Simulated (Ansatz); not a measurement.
Job for Ansatz (a program for electronic structure): U-r2SCAN/cc-pV(T+d)Z on CH5Al (SMILES [CH3][AlH2]), a point of a bond scan (R = 1.759 Å). Files ending in .json are basis or fitting sets from the Basis Set Exchange.

Ansatz 0.2 input:
```yaml
crystal:
  periodic: [false, false, false]
  atoms:
    - {symbol: C, position_ang: [-1.23512650, -0.09453057, -0.00078552]}
    - {symbol: Al, position_ang: [0.51949142, 0.03500793, -0.00236625]}
    - {symbol: H, position_ang: [-1.68013597, 0.54438206, -0.76954883]}
    - {symbol: H, position_ang: [-1.59248422, -1.11401399, -0.15613004]}
    - {symbol: H, position_ang: [-1.63918751, 0.25553852, 0.95567754]}
    - {symbol: H, position_ang: [1.20377163, 1.46370260, 0.02998967]}
    - {symbol: H, position_ang: [1.44104335, -1.25342652, -0.02187944]}
basis:
  gaussian:
    orbitals: cc-pV_T+d_Z.json
hamiltonian:
  xc: {name: r2SCAN}
magnetization: {spin_polarized: true, initial_magnetization: 0}
```

Output:

```
WARN ansatz: RAYON_NUM_THREADS=1 ignored (pool sized by the plan → 1); use --threads N
Functional definition: r2SCAN
integrals: 0.04 GiB planned
750 factors; their error is unknown
mean field: 0.51 GiB planned
mean field evaluation 1: about -7705.9024 eV, gradient 4.2e1 eV
mean field evaluation 2: about -7699.4608 eV, gradient 5.0e1 eV
mean field evaluation 4: about -7713.8605 eV, gradient 9.2e-1 eV
mean field evaluation 8: about -7713.8523 eV, gradient 1.5e-1 eV
mean field evaluation 16: about -7713.8524 eV, gradient 4.3e-6 eV
mean field -7713.85239179 eV, -283.4788467613 hartree, gradient 4.3e-6 eV, S^2 0.000000; 0 other end points of the search recorded, 0 dependent functions left out
reference -7713.85240726 eV, -283.4788473299 hartree; 12, 12 occupied and 127, 127 virtual orbitals, 750 factors
Total energy: -7713.85240726 eV, -283.4788473299 hartree
```

Self-consistency was reached.

Cost: roughly 4 core-seconds.
